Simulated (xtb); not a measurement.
hydrogen atom (H), doublet; xtb with GFN0-xTB.

The xtb input:
```
$ xtb mol.xyz --gfn 0 --uhf 1 --hess --json

# file mol.xyz
1

H      0.00000000     0.00000000     0.00000000
```

Task: What does xtb print? Leave out banner, timings and long lists.

Result: 
```
   ID    Z sym.   atoms
    1    1 H      1

           -------------------------------------------------
          |                Calculation Setup                |
           -------------------------------------------------

           -------------------------------------------------
          |                 G F N 0 - x T B                 |
           -------------------------------------------------

          ...................................................
          :                      SETUP                      :
          :.................................................:
          :  # basis functions                   2          :
          :  # atomic orbitals                   2          :
          :  # shells                            2          :
          :  # electrons                         1          :
          :  electronic temp.          300.0000000     K    :
          :  accuracy                    1.0000000          :
          :  -> integral cutoff          0.2500000E+02      :
          :  -> integral neglect         0.1000000E-07      :
          ...................................................

         :::::::::::::::::::::::::::::::::::::::::::::::::::::
         ::                     SUMMARY                     ::
         :::::::::::::::::::::::::::::::::::::::::::::::::::::
         :: total energy              -0.438138811313 Eh    ::
         :: gradient norm              0.000000000000 Eh/a0 ::
         :: HOMO-LUMO gap              9.116254400000 eV    ::
         ::.................................................::
         :: H0 energy                 -0.438138811313 Eh    ::
Molecule has the following symmetry elements: (i) (Cinf) (sigma)
It seems to be the Kh point group
         :: repulsion energy           0.000000000000 Eh    ::
         :: electrostat energy        -0.000000000000 Eh    ::
         :: -> Gsolv                   0.000000000000 Eh    ::
         ::    -> Gsasa                0.000000000000 Eh    ::
         ::    -> Gshift               0.000000000000 Eh    ::
         :: dispersion energy          0.000000000000 Eh    ::
         :: short-range corr.          0.000000000000 Eh    ::
         :: add. restraining           0.000000000000 Eh    ::
         :: total charge              -0.000000000000 e     ::
         :::::::::::::::::::::::::::::::::::::::::::::::::::::

           -------------------------------------------------
[...]
          :  symmetry                               Kh      :
          :  rotational number                       1      :
          :  scaling factor                  1.0000000      :
          :  rotor cutoff                   50.0000000 cm⁻¹ :
          :  imag. cutoff                  -20.0000000 cm⁻¹ :
          :.................................................:

    mode    ω/cm⁻¹     T·S(HO)/kcal·mol⁻¹    T·S(FR)/kcal·mol⁻¹   T·S(vib)
   ------------------------------------------------------------------------
   ------------------------------------------------------------------------

   temp. (K)  partition function   enthalpy   heat capacity  entropy
                                   cal/mol     cal/K/mol   cal/K/mol   J/K/mol
 298.15  VIB   1.00                    0.000      0.000      0.000
         ROT   1.00                    0.000      0.000      0.000
         INT   1.00                    0.000      0.000      0.000
         TR   0.979E+24             1481.254      4.968     26.003
         TOT                        1481.2539     4.9681    26.0028   108.7955

       T/K    H(0)-H(T)+PV         H(T)/Eh          T*S/Eh         G(T)/Eh
   ------------------------------------------------------------------------
    298.15    0.236053E-02    0.236053E-02    0.123547E-01   -0.999422E-02
   ------------------------------------------------------------------------

         :::::::::::::::::::::::::::::::::::::::::::::::::::::
         ::                  THERMODYNAMIC                  ::
         :::::::::::::::::::::::::::::::::::::::::::::::::::::
         :: total free energy          -0.448133030029 Eh   ::
         ::.................................................::
         :: total energy               -0.438138811313 Eh   ::
         :: zero point energy           0.000000000000 Eh   ::
         :: G(RRHO) w/o ZPVE           -0.009994218715 Eh   ::
         :: G(RRHO) contrib.           -0.009994218715 Eh   ::
         :::::::::::::::::::::::::::::::::::::::::::::::::::::

           -------------------------------------------------
          | TOTAL ENERGY               -0.438138811313 Eh   |
          | TOTAL ENTHALPY             -0.435778282934 Eh   |
          | TOTAL FREE ENERGY          -0.448133030029 Eh   |
          | GRADIENT NORM               0.000000000000 Eh/α |
          | HOMO-LUMO GAP               9.116254400000 eV   |
           -------------------------------------------------

normal termination of xtb
```
